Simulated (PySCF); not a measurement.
Bond length, frequency and bond energy of CoP by level of theory

State: ⁵Δ (quintet), unpaired electrons σ ↑, π ↑↑, δ ↑. Set-up: basis Co x2c-TZVPPall, P x2c-TZVPPall; spin-free X2C with a Gaussian nucleus; PySCF 2.14. De refers to Co (3d7 4s2) + P in their high-spin ground configurations, without counterpoise correction. The functionals are run spin-unrestricted. A positive dipole means Co(−)P(+).

| Level | Re (Å) | ωe (cm⁻¹) | De (eV) | μ (D) | CPU s a point (SCF and correlation, without the integrals) |
| --- | --- | --- | --- | --- | --- |
| ROHF | 2.352 | 303 | n/a | -5.60 | 1.9 |
| ROHF-MP2 | 2.079 | 371 | n/a | n/a | 3.9 |
| ROHF-SCS-MP2 | 2.127 | 349 | n/a | n/a | n/a |
| LDA | 1.983 | 488 | n/a | -2.96 | 2.7 |
| PBE | 2.041 | 435 | n/a | -3.18 | 2.4 |
| PW91 | 2.040 | 435 | n/a | -3.12 | 2.3 |
| r²SCAN | 2.056 | 423 | n/a | -3.45 | 3.6 |
| r²SCANh | 2.076 | 415 | n/a | -3.63 | 5 |
| PBE0 | 2.099 | 397 | n/a | -3.79 | 8.4 |
| MN15 | 2.041 | 386 | n/a | -3.59 | 5.4 |
| LC-ωPBE | 2.081 | 400 | n/a | -4.39 | 4.9 |

(1) What does the step from GGA to meta-GGA do here, going from PBE to r²SCAN?

(2) What does the gradient correction do here, going from LDA to PBE?

Correlated steps freeze 10 core orbitals. De is left out where the level can put another filling of the metal’s s and d shells below the measured ground configuration, by anything from nothing to about 1 eV. The state is the lowest single determinant that the PBE0 search found; with open d or f shells the true ground state can be another one.

The whole job (state search and all levels along the bond) took about 8.8 min on 2 threads of Arm Neoverse V2 (shared host), peak memory 3.4 GiB.

Results:

(1) r²SCAN less PBE: +1.5 pm in Re, -2.8 % in ωe. 

(2) PBE less LDA: +5.8 pm in Re, -10.9 % in ωe. The gradient correction favours the more uneven density of free atoms, so it tends to lengthen bonds and takes away much of the overbinding of LDA; so it does here.
